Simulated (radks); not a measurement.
Spherical quantum dot in the effective-mass picture: electrons in a hard-walled sphere of radius 3.63, with a point charge +2 (a donor) at the centre, all in effective atomic units (hartree* = m*/eps^2 hartree, bohr* = eps/m* bohr), one dielectric constant everywhere. Calculated with a radial shooting solver with Libxc functionals: non-relativistic Kohn-Sham, r2SCAN, spin-polarised, spherical densities, generalised Kohn-Sham scheme. Levels are named by radial order and angular momentum (1s, 1p, 1d, 2s, ...), and open shells are averaged over m.

N = 39, configuration 1s2 1p6 1d10 2s2 1f14 1g(up 5, down 0). This is the lowest configuration that the search found. Occupied and some empty levels:

level,occupation,eigenvalue (hartree*),<r> (bohr*)
1s up,1,12.942,2.417
1s down,1,12.985,2.366
1p up,3,13.152,2.636
1p down,3,13.205,2.623
1d up,5,13.478,2.699
1d down,5,13.538,2.691
2s up,1,13.608,1.097
2s down,1,13.620,1.133
1f up,7,13.934,2.752
1f down,7,13.999,2.747
1g up,5,14.511,2.799
1g down,0,14.582,2.795
2p up,0,15.047,1.769
2p down,0,15.072,1.770
1h up,0,15.203,2.840
1h down,0,15.280,2.838
3s up,0,15.429,1.814
3s down,0,15.457,1.820
2d up,0,15.925,2.037
2d down,0,15.959,2.038

Energy (hartree*): total 278.304, kinetic 70.450, external -35.245, Hartree 264.70, exchange-correlation -21.603.
